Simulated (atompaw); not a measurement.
# Which change was made? (Hf, PAW (atompaw))

Hf (Z = 72), PAW, made with atompaw 4.2.0.5 (PBE, scalar-relativistic). Core [Kr] 4d10, reference 4f14 5s2 5p6 5d2 6s2 6p0. Waves: 5s (bound); 6s (bound); 5p (bound); 6p (bound, empty); 5d (bound); 5d channel at 3.95 Ry; 4f (bound); 4f channel at -0.8 Ry. Local part: bessel scheme, radius 1.55 bohr. Core correction: smooth core density matched at 2.00 bohr. Augmentation charge: sinc compensation charge, radius 1.85 bohr; PAW radius 2.10 bohr; waves and projectors: bloechl.

Cutoffs, loose and tight: the cutoffs (Ry, on a coarse ladder) from which the occupation-weighted sum of valence levels, in a spherical-Bessel basis at the reference potential, stays within 10 and 1 mRy of its value at 400 Ry. They see the waves, projectors and local potential, not the compensation charge or the core.

The base gives: outcome: generated; cutoff, loose: 70 Ry; cutoff, tight: 80 Ry; bound ghosts: none.

Problem. After one change the result is: outcome: generated; cutoff, loose: 35 Ry; cutoff, tight: 50 Ry; bound ghosts: none. Which change was it?
A. all radii scaled by about 0.86 (s 1.34, p 1.38, d 1.82, f 0.60 bohr); local potential bessel scheme, radius 1.34 bohr; augmentation sinc compensation charge, radius 1.60 bohr; PAW radius 1.82 bohr; waves and projectors: bloechl; core correction smooth core density matched at 1.74 bohr
B. all radii scaled by about 1.29 (s 2.00, p 2.06, d 2.70, f 0.90 bohr); local potential bessel scheme, radius 2.00 bohr; augmentation sinc compensation charge, radius 2.38 bohr; PAW radius 2.70 bohr; waves and projectors: bloechl; core correction smooth core density matched at 2.58 bohr
C. all radii scaled by about 0.75 (s 1.16, p 1.20, d 1.56, f 0.52 bohr); local potential bessel scheme, radius 1.16 bohr; augmentation sinc compensation charge, radius 1.38 bohr; PAW radius 1.56 bohr; waves and projectors: bloechl; core correction smooth core density matched at 1.50 bohr
D. all radii scaled by about 1.17 (s 1.82, p 1.88, d 2.46, f 0.82 bohr); local potential bessel scheme, radius 1.82 bohr; augmentation sinc compensation charge, radius 2.16 bohr; PAW radius 2.46 bohr; waves and projectors: bloechl; core correction smooth core density matched at 2.34 bohr
E. all radii scaled by about 1.04 (s 1.60, p 1.66, d 2.18, f 0.72 bohr); local potential bessel scheme, radius 1.60 bohr; augmentation sinc compensation charge, radius 1.92 bohr; PAW radius 2.18 bohr; waves and projectors: bloechl; core correction smooth core density matched at 2.06 bohr

Solution. B. The others give: all radii scaled by about 1.17 (s 1.82, p 1.88, d 2.46, f 0.82 bohr); local potential bessel scheme, radius 1.82 bohr; augmentation sinc compensation charge, radius 2.16 bohr; PAW radius 2.46 bohr; waves and projectors: bloechl; core correction smooth core density matched at 2.34 bohr → outcome: generated; cutoff, loose: 45 Ry; cutoff, tight: 60 Ry; bound ghosts: none | all radii scaled by about 0.86 (s 1.34, p 1.38, d 1.82, f 0.60 bohr); local potential bessel scheme, radius 1.34 bohr; augmentation sinc compensation charge, radius 1.60 bohr; PAW radius 1.82 bohr; waves and projectors: bloechl; core correction smooth core density matched at 1.74 bohr → outcome: generated; cutoff, loose: 90 Ry; cutoff, tight: 110 Ry; bound ghosts: none | all radii scaled by about 1.04 (s 1.60, p 1.66, d 2.18, f 0.72 bohr); local potential bessel scheme, radius 1.60 bohr; augmentation sinc compensation charge, radius 1.92 bohr; PAW radius 2.18 bohr; waves and projectors: bloechl; core correction smooth core density matched at 2.06 bohr → outcome: generated; cutoff, loose: 60 Ry; cutoff, tight: 80 Ry; bound ghosts: none | all radii scaled by about 0.75 (s 1.16, p 1.20, d 1.56, f 0.52 bohr); local potential bessel scheme, radius 1.16 bohr; augmentation sinc compensation charge, radius 1.38 bohr; PAW radius 1.56 bohr; waves and projectors: bloechl; core correction smooth core density matched at 1.50 bohr → outcome: generated; cutoff, loose: 120 Ry; cutoff, tight: 160 Ry; bound ghosts: none.
